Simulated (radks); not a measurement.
Task: Ionisation ladder of germanium, from Ge to Ge21+. Each ion is in the ground configuration listed by NIST, and IE = E(next ion) - E(this ion). All-electron calculation, scalar-relativistic Kohn-Sham, r2SCAN, spin-polarised, spherical densities, finite nucleus; open shells are filled with parallel spins first; meta-GGA in the generalised Kohn-Sham scheme; Fermi nuclear charge, rms radius 4.0742 fm. Program: a radial shooting solver on a logarithmic mesh with Libxc functionals.

| species | configuration | IE, Delta-SCF (eV) | <r> HOMO (bohr) |
|---|---|---|---|
| Ge | [Ar] 3d10 4s2 4p2 | 8.161 | 2.81 |
| Ge+ | [Ar] 3d10 4s2 4p1 | 15.685 | 2.52 |
| Ge2+ | [Ar] 3d10 4s2 | 34.053 | 1.94 |
| Ge3+ | [Ar] 3d10 4s1 | 46.326 | 1.85 |
| Ge4+ | [Ar] 3d10 | 91.122 | 0.714 |
| Ge5+ | [Ar] 3d9 | 117.48 | 0.684 |
| Ge6+ | [Ar] 3d8 | 145.69 | 0.658 |
| Ge7+ | [Ar] 3d7 | 175.54 | 0.635 |
| Ge8+ | [Ar] 3d6 | 206.81 | 0.614 |
| Ge9+ | [Ar] 3d5 | 253.57 | 0.584 |
| Ge10+ | [Ar] 3d4 | ? | 0.567 |
| Ge11+ | [Ar] 3d3 | 327.43 | 0.552 |
| Ge12+ | [Ar] 3d2 | ? | 0.538 |
| Ge13+ | [Ar] 3d1 | 406.48 | 0.525 |
| Ge14+ | [Ar] | 531.51 | 0.550 |
| Ge15+ | [Ne] 3s2 3p5 | 569.65 | 0.543 |
| Ge16+ | [Ne] 3s2 3p4 | ? | 0.536 |
| Ge17+ | [Ne] 3s2 3p3 | 662.93 | 0.526 |
| Ge18+ | [Ne] 3s2 3p2 | 703.72 | 0.520 |
| Ge19+ | [Ne] 3s2 3p1 | 744.04 | 0.514 |
| Ge20+ | [Ne] 3s2 | ? | 0.519 |
| Ge21+ | [Ne] 3s1 | 880.27 | 0.514 |

Estimate the withheld Delta-SCF values.

Result: Ge10+: 289.79 eV (NIST 286); Ge12+: 366.37 eV (NIST 367); Ge16+: 607.39 eV (NIST 609); Ge20+: 833.83 eV (NIST 837).
